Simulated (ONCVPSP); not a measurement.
# Before and after: ONCV potential for Cl (Z = 17)

Cl (Z = 17), optimised norm-conserving Vanderbilt (ONCV), made with ONCVPSP 4.0.1 (PBE, scalar-relativistic). Core [He], reference 2s2 2p6 3s1.5 3p5.5. Waves: 2s+3s: rc 0.90 bohr, ncon 4, nbas 7, qcut 13.6 1/bohr, 2 projectors; 2p+3p: rc 0.70 bohr, ncon 5, nbas 10, qcut 20.8 1/bohr, 2 projectors; d scattering state at 0.04 Ha: rc 0.70 bohr, ncon 4, nbas 7, qcut 14.1 1/bohr, 1 projector. Local part: polynomial inside 0.45 bohr (lpopt 5, dvloc0 0 Ha). Core correction: Teter function fitted to the true core (icmod 2), fcfact 0.3.

All-electron outer shells of the reference configuration (PBE, scalar-relativistic, ld1.x):

```json
{"shell": "1s", "level (eV)": "-2752.01", "outermost node (bohr)": "–", "outermost maximum (bohr)": "0.06"}
{"shell": "2s", "level (eV)": "-253.39", "outermost node (bohr)": "0.12", "outermost maximum (bohr)": "0.36"}
{"shell": "2p", "level (eV)": "-192.31", "outermost node (bohr)": "–", "outermost maximum (bohr)": "0.30"}
{"shell": "3s", "level (eV)": "-21.02", "outermost node (bohr)": "0.55", "outermost maximum (bohr)": "1.27"}
{"shell": "3p", "level (eV)": "-8.87", "outermost node (bohr)": "0.53", "outermost maximum (bohr)": "1.43"}
```

Change: s: qcut 14.5; p: qcut 22.3; d: qcut 15.1.

Cutoffs: the cutoffs (Ha) at which the residual kinetic energy of the hardest occupied pseudo-wave falls to 1 and 0.1 mHa per electron; they do not see the model core or the augmentation charge, which bear on the density cutoff. Errors are all-electron minus pseudo energies relative to the spin-unpolarised reference configuration.

Task: How do hardness, ghosts and transferability respond?

Result: The potential gets harder (180 Ha and 200 Ha → 194 Ha and 218 Ha); the errors of the 4 common tests hardly move; neither file shows a bound ghost.

| quantity | base | changed |
| --- | --- | --- |
| cutoff, loose | 180 Ha | 194 Ha |
| cutoff, tight | 200 Ha | 218 Ha |
| loose cutoff by channel | s 54 Ha, p 180 Ha | s 54 Ha, p 194 Ha |
| bound ghosts | none | none |
| GHOST(+) flags under 300 eV | none | none |
| error for 2s2 2p6 3s2 3p5, meV [ΔE -6.06 eV] | +0.6 | +0.6 |
| error for 2s2 2p6 3s2 3p4, meV [ΔE 7.81 eV] | +2.6 | +2.6 |
| error for 2s2 2p6 3s2 3p3, meV [ΔE 33.26 eV] | +7.0 | +6.8 |
| error for 2s2 2p6 3s2 3p2, meV [ΔE 71.57 eV] | +16 | +16 |
| s: phases at 0.91 bohr within 0.05 rad from the reference energy up to (Ha; the scan ends near 5) | to the end of the scan | to the end of the scan |
| p: phases at 0.71 bohr within 0.05 rad from the reference energy up to (Ha; the scan ends near 5) | to the end of the scan | to the end of the scan |
| d: phases at 0.71 bohr within 0.05 rad from the reference energy up to (Ha; the scan ends near 5) | to the end of the scan | to the end of the scan |
| rms error of d²Exc/dni dnj with the model core, mHa | 2.88 | 2.92 |
